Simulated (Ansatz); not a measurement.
Total energies of H$_{8}$O$_{2}$Si$_{2}$Sn, SMILES `[SiH3][O][SnH2][O][SiH3]`.

```xyz
13

Si    1.792    1.455    0.418
O     0.312    1.597   -0.259
Sn   -1.478    0.930    0.130
O    -1.266   -0.996    0.343
Si   -0.595   -2.208   -0.523
H     2.584    2.672    0.101
H     1.690    1.320    1.900
H     2.506    0.261   -0.109
H    -1.981    1.506    1.643
H    -2.397    1.248   -1.259
H    -0.704   -1.942   -1.987
H    -1.309   -3.473   -0.211
H     0.845   -2.369   -0.186
```

Charge 0, multiplicity 1. Correlated methods include outer-core shells of Sn, which these sets cover unevenly. Sn takes the def2 core potential. The geometry is a stationary point of PBE0-D4/def2-TZVP. It is one conformer, not always the lowest. Basis def2-TZVPP, the Gaussian-basis code of Ansatz.

RPA on PBE orbitals: Hartree–Fock energy of these orbitals -945.71647 Eh, correlation -1.71251 Eh (frozen core).

```tsv
functional	energy without D4 (Eh)	D4 term (kJ/mol)
LDA (SPW92)	-944.91889	–
PBE	-948.23587	-32.2
revPBE	-948.58217	-82.5
BLYP	-948.62437	-67.4
r2SCAN	-948.67696	-8.2
B97M-V	-948.53970	–
PBE0	-948.31208	-27.9
B3LYP	-948.84942	-51.8
r2SCANh	-948.65302	-9.0
r2SCAN0	-948.61886	-9.9
HSE06 (plane-wave form)	-948.28956	-26.4
BHLYP	-948.58663	-44.6
CAM-B3LYP	-948.67816	-29.1
LC-ωPBE	-948.49575	–
ωB97X-V	-948.56994	–
ωB97M-V	-948.57420	–
B2PLYP	-948.17715	–
PBE-QIDH	-947.93719	–
```

B3LYP takes the VWN-RPA correlation (the form of Gaussian; ORCA's B3LYP/G). HSE06 is the plane-wave form, built on full-range PBE exchange. The double hybrids freeze the cores in their second-order part.

LC-ωPBE has ω = 0.4 bohr⁻¹.
